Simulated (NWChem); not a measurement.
# KF; SMILES [F][K]

```xyz
2

K      0.0000     0.0000    -0.7084
F      0.0000     0.0000     1.4306
```
Atoms are numbered in this order, from 1.

The geometry was optimised at PBE0/def2-SVP.

**Question.** Give the principal values of the shielding tensors (ppm) of K1, F2 from PBE/6-311G** (spherical d), GIAO (NWChem), with their diamagnetic and paramagnetic parts as GIAO splits them.

**Answer.** 
```csv
atom,σ11,σ22,σ33,isotropic,diamagnetic,paramagnetic
K1,1238.7,1238.7,1330.0,1269.2,1327.8,-58.6
F2,37.6,37.6,485.6,186.9,475.4,-288.5
```
